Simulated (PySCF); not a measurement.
Simulated C 1s region for `[C@@H]1(F)CO[Si@H]1C`, binding energy against the vacuum level.

Every computed line was given a Gaussian of 0.6 eV full width at half maximum and an area set by the number of equivalent atoms; the highest printed point is 100. Level of theory: delta-SCF UKS SCAN, pcX-2 on the ionised atom, pcseg-1 elsewhere, spin-free X2C (PySCF 2.14.0).

binding energy (eV), intensity and a bar:
```
    289.7          0 
    289.8          1 
    289.9          2 #
    290.0          6 ##
    290.1         12 ####
    290.2         22 ######
    290.3         33 ##########
    290.4         44 #############
    290.5         50 ###############
    290.6         49 ###############
    290.7         41 ############
    290.8         30 #########
    290.9         18 #####
    291.0         10 ###
    291.1          4 #
    291.2          2 
    291.3          1 
    291.4          1 
    291.5          2 
    291.6          5 #
    291.7         11 ###
    291.8         24 #######
    291.9         43 #############
    292.0         66 ####################
    292.1         88 ##########################
    292.2        100 ##############################
    292.3         98 #############################
    292.4         83 #########################
    292.5         60 ##################
    292.6         37 ###########
    292.7         20 ######
    292.8          9 ###
    292.9          4 #
    293.0          1 
    293.1          0
```

Problem. Count the maxima, the lines and the sites behind this envelope.

Solution. The curve has 2 maxima (at 290.5 and 292.2 eV). Under it lie 3 lines from 3 inequivalent carbon sites. At this width some lines have no maximum of their own.

Problem. Decompose the envelope and assign each component. Numbering: `[CH3:1][Si@@H:2]1[O:3][CH2:4][C@H:5]1[F:6]`.

Solution. 
```json
{"position (eV)": "290.53", "relative area": "1", "line": "C 1s", "atoms": "C1", "environment": "Si-methyl carbon"}
{"position (eV)": "292.21", "relative area": "1", "line": "C 1s", "atoms": "C5", "environment": "sp3 C–F carbon"}
{"position (eV)": "292.27", "relative area": "1", "line": "C 1s", "atoms": "C4", "environment": "sp3 carbon bound to oxygen"}
```

Problem. What are the centre and the root-mean-square width of the whole band?

Solution. The area-weighted mean of the lines is 291.67 eV. Their own spread about it is 0.80 eV (rms) and each Gaussian has σ = 0.6/2.355 = 0.25 eV; the variances add, which gives 0.84 eV.

The listed C 1s values span 1.74 eV, from C1 (bonded to 3 H and Si) to C4 (bonded to O, C and 2 H). The widest gap between neighbouring values is 1.68 eV, between 290.53 and 292.21 eV. Summing the Pauling electronegativity differences to the bonded atoms, each weighted by its formal bond order, gives -1.70 for the lowest site and +0.19 for the highest; the largest sum, +0.43, belongs to C5, 0.06 eV below the top.

No satellites, vibrations or lifetime broadening are included. Isolated species at its GFN2-xTB geometry, gas phase.

The run took 34 s wall on an AMD EPYC 9R45 with one thread, on a shared host, and the process peaked at 0.63 GiB of memory.
